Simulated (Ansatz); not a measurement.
`C[BH][GaH2]` + `C=N` → `C=NBC` + `[GaH3]` at 298.15 K and 1 bar (cleavage of the B–Ga bond).

Computed with Ansatz on PBE0-D4/def2-TZVP structures; ΔE is electronic, products minus reactants. CCSD(T)/CBS adds triple-zeta CCSD(T) − MP2 to the extrapolated MP2 energy (def2 sets, frozen cores). This one scheme is used for every species. For Ga outer-core shells are correlated without core-valence functions, which leaves a few kJ/mol of doubt a bond. Scalar relativity is left out up to krypton. Each species was taken in one conformer, which may not be the lowest.

```tsv
species	CCSD(T)/CBS energy (Eh)	H − E (kJ/mol)	S (J/(mol·K))
`C[BH][GaH2]`	-1990.35208	178.2	318.9
`C=N`	-94.52360	115.3	227.0
`C=NBC`	-159.21633	227.5	301.3
`[GaH3]`	-1925.70545	59.6	218.4
```

H − E and S are ideal-gas, rigid-rotor, harmonic terms from PBE0-D4/def2-TZVP, for one conformer and one mirror image of each species. 1 Eh = 2625.50 kJ/mol, R = 8.31446 J/(mol·K).

**Question.** By hand: ΔE, ΔH, ΔS and ΔG.

**Answer.** ΔE = (-159.21633) + (-1925.70545) − (-1990.35208) − (-94.52360) = -0.04610 Eh = -121.0 kJ/mol. Δ(H − E) = 227.5 + 59.6 − 178.2 − 115.3 = -6.4, so ΔH = -127.4 kJ/mol. ΔS = 301.3 + 218.4 − 318.9 − 227.0 = -26.2 J/(mol·K). ΔG = -127.4 − 298.15 × (-26.2)/1000 = -119.6 kJ/mol.

**Question.** By hand: the equilibrium constant, and the temperature at which ΔG would vanish if ΔH and ΔS stayed fixed.

**Answer.** log₁₀ K = −ΔG/(RT ln 10) = 21.0. ΔG = 0 at ΔH/ΔS = 4863 K, far beyond where these terms or the molecules hold.

ΔH outweighs TΔS. A doubt of 5 kJ/mol in ΔE shifts log₁₀ K by 0.9 here. Other conformers and mirror images would add mixing entropy, several J/(mol·K) or more a flexible species. These are equilibria of isolated gas molecules and say nothing of rates. Largest T1 diagnostic: 0.014 (customary marks: 0.02 for closed shells, 0.045 for open ones).
